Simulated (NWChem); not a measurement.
Species: C$_{3}$H$_{7}$NS; SMILES N(/C)=C\CS

```xyz
12

C      0.4450    -2.7465    -0.0618
N     -0.1464    -1.5299     0.4415
C     -0.3318    -0.5610    -0.3698
C     -0.9030     0.7447     0.0942
S      0.3528     2.0875    -0.0312
H      1.3688    -2.9736     0.5128
H     -0.2448    -3.5978     0.1233
H      0.6993    -2.7242    -1.1508
H     -0.0357    -0.6105    -1.4502
H     -1.2861     0.6501     1.1286
H     -1.7263     1.0804    -0.5698
H      1.2246     1.5290     0.8552
```
Atoms are numbered in this order, from 1.

All runs: NWChem. Pople sets run with spherical d functions. Coordinates come from a PBE-D3(BJ)/def2-SVP optimisation. Not confirmed as a minimum by frequencies. Vzz is the largest principal value of the second derivative of the potential at the nucleus (NWChem prints the opposite sign); η is the asymmetry. Non-relativistic.

```csv
level,Vzz N2 (a.u.),η N2,Vzz S5 (a.u.),η S5
CAM-B3LYP/6-31G*,(withheld),(withheld),(withheld),0.62
PBE/def2-SVP,-0.944,0.23,-2.706,0.55
PBE/6-31G*,-0.907,0.22,-2.701,0.58
```

**Question.** Some entries are withheld; supply them.

**Answer.** 
- CAM-B3LYP/6-31G*, Vzz N2 (a.u.): -0.984
- CAM-B3LYP/6-31G*, η N2: 0.31
- CAM-B3LYP/6-31G*, Vzz S5 (a.u.): -2.780
